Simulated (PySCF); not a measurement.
CdFHO, SMILES [OH][Cd][F].

The structure is a stationary point at PBE-D3(BJ)/def2-TZVP. The def2 effective core potentials stand for the cores of Cd; spin–orbit coupling is left out. One conformer was computed; it need not be the lowest.

These are PBE-D3(BJ)/def2-TZVP in PySCF 2.14.0 values and carry that method's errors.

Frequencies are harmonic and unscaled.

Computed harmonic wavenumbers and intensities:
```
mode  ν (cm⁻¹)  IR (km/mol)  Raman (Å⁴/amu)  depolarisation  moving atoms (share of kinetic energy)
----  --------  -----------  --------------  --------------  --------------------------------------
1          137         18.7             0.1            0.57                 F 37 %, O 34 %, Cd 24 %
2          143          3.5             0.3            0.75         F 35 %, O 27 %, Cd 23 %, H 15 %
3          513          2.1            23.5            0.23                          F 54 %, O 45 %
4          615         91.1             0.7            0.09                 O 42 %, F 33 %, Cd 24 %
5          846         53.2             2.1            0.59                                  H 93 %
6         3705         45.6           120.1            0.21                                  H 94 %
```
